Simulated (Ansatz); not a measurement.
In3. Charge 0, multiplicity 2. Geometry PBE-D4/def2-SVP, that of the charge +1 singlet; atoms count from 1.

```xyz
3

In   -1.569    0.782   -1.163
In    0.546   -2.022   -0.194
In    1.022    1.240    1.357
```

In the def2 sets In takes a core potential; there is no spin–orbit coupling. The charge 0 doublet is spin-contaminated (final ⟨S²⟩ up to 1.57, 0.75 for a pure state). The structure comes from a short search, and lower isomers may exist.

Q: Estimate the Mulliken populations from the PBE0/def2-TZVP orbitals of Ansatz.

A: 
```json
{"atom": "In1", "charge (e)": "0.03", "spin (α − β)": "-0.01"}
{"atom": "In2", "charge (e)": "0.03", "spin (α − β)": "-0.01"}
{"atom": "In3", "charge (e)": "-0.05", "spin (α − β)": "1.02"}
```
Mulliken values and Mayer orders depend strongly on the basis.

Q: Where does the spin sit?

A: Summed by element: In 1.00, of 1 unpaired in all. Largest on single atoms: In3 1.02, In1 -0.01, In2 -0.01.
